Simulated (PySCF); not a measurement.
Cartesian coordinates in Å; atom numbers follow the order of the lines, from 1:
```xyz
18

Cl    5.7524   -0.1264    0.4042
C     4.0435    0.0483    0.4025
C     3.2437   -0.6396   -0.4279
C     1.8327   -0.4979   -0.4330
C     0.6196   -0.3988   -0.4628
C    -0.8213   -0.2567   -0.4690
C    -1.6172   -0.4470    0.8497
C    -2.5520    0.6889    0.3984
C    -1.4534    1.1570   -0.5720
H     3.6643    0.7657    1.1336
H     3.6940   -1.3435   -1.1371
H    -1.2476   -0.9071   -1.2517
H    -1.0040   -0.1527    1.7142
H    -2.0444   -1.4423    1.0400
H    -3.4300    0.3009   -0.1407
H    -2.8997    1.4004    1.1610
H    -1.7431    1.5066   -1.5737
H    -0.7936    1.9071   -0.1115
```

[PySCF 2.14.0 with density-fitted response routines: coordinates at the PBE0-D3(BJ)/def2-SVP level; shieldings: GIAO B97-2/pcSseg-1; equivalent nuclei averaged; relativity neglected; single conformer; isolated molecule]

Question: List the cross peaks expected in HSQC, COSY and HMBC spectra.

Answer: 

HSQC (one-bond C–H):
```tsv
δH	δC
6.40 (H10)	142.2 (C2)
5.88 (H11)	119.4 (C3)
2.97 (H12)	27.6 (C6)
2.11 (H14/H17)	32.8 (C7/C9)
2.01 (H13/H18)	32.8 (C7/C9)
1.81 (H15)	21.1 (C8)
1.62 (H16)	21.1 (C8)
```

COSY cross peaks (H two or three bonds apart, from the bond graph; peaks can be absent where the dihedral angle is near 90°):
```tsv
δH	δH
6.40 (H10)	5.88 (H11)
2.97 (H12)	2.11 (H14/H17)
2.97 (H12)	2.01 (H13/H18)
2.11 (H14/H17)	2.01 (H13/H18)
2.11 (H14/H17)	1.81 (H15)
2.11 (H14/H17)	1.62 (H16)
2.01 (H13/H18)	1.81 (H15)
2.01 (H13/H18)	1.62 (H16)
1.81 (H15)	1.62 (H16)
```

HMBC (two and three bonds, from the bond graph):
```tsv
δH	δC
6.40 (H10)	119.4 (C3), 79.3 (C4)
5.88 (H11)	142.2 (C2), 104.0 (C5), 79.3 (C4)
2.97 (H12)	104.0 (C5), 79.3 (C4), 32.8 (C7/C9), 21.1 (C8)
2.11 (H14/H17)	104.0 (C5), 32.8 (C7/C9), 27.6 (C6), 21.1 (C8)
2.01 (H13/H18)	104.0 (C5), 32.8 (C7/C9), 27.6 (C6), 21.1 (C8)
1.81 (H15)	32.8 (C7/C9), 27.6 (C6)
1.62 (H16)	32.8 (C7/C9), 27.6 (C6)
```

Chemical shifts δ = σref − σ; ¹H and ¹³C against TMS, all at this level.

Short H···H contacts in this conformer between protons four or more bonds apart (candidates for NOE cross peaks, intensity ∝ r⁻⁶): H12···H15 2.73 Å.

Carbons that carry Cl, above all several Cl atoms, come out too deshielded, partly because spin–orbit coupling is missing. Shifts are as computed. Against solution values, carbons near 30 ppm lie about +1 ppm off and those near 130 ppm about +2 ppm. Of 1211 compounds with measured shifts, 218 miss one by over three times the rms of a fit or turn the order of signals round; such compounds aren't used in these exercises.
